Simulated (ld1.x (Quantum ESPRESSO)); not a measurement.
**Configuration tests for Al (Z = 13) (TM)**

```
Element                 : Al (Z = 13)
Generator               : ld1.x (Quantum ESPRESSO) 7.5
Type                    : norm-conserving Troullier–Martins (Kleinman–Bylander form)
Functional              : PW91
Relativity              : non-relativistic
Frozen core             : [Ne]
Valence charge          : 3
Reference configuration : 3s1.75 3p1.25
Partial waves           : 3s (bound): rc 2.25 bohr; 3p (bound): rc 2.60 bohr
Local potential         : all-electron potential smoothed inside 1.80 bohr (lloc = -2)
Core correction         : none
```

Energies are relative to the spin-unpolarised reference configuration 3s1.75 3p1.25; without spin polarisation the order of configurations can differ from experiment.

```csv
valence configuration,charge,ΔE all-electron (eV),error AE − PS (meV)
3s2 3p1,0,-1.262,+0.3
3s2 3p0,+1,4.551,+0.5
3s1 3p0,+2,23.795,+24
3s1 3p2,0,3.855,+3.4
3s2 3p1.3,-0.3,-1.847,+0.3
3s1 3p1,+1,10.326,+6.9
```

Problem. What are ΔE and the potential's error for 3s2 3p0.5?

Solution. ΔE = 0.846 eV all-electron; the error (AE − PS) is +0.3 meV.

ld1.x printed “convergence not achieved” for 7 of the counted tests; their residual had stalled under 1e-8, short of the target of 1e-14.
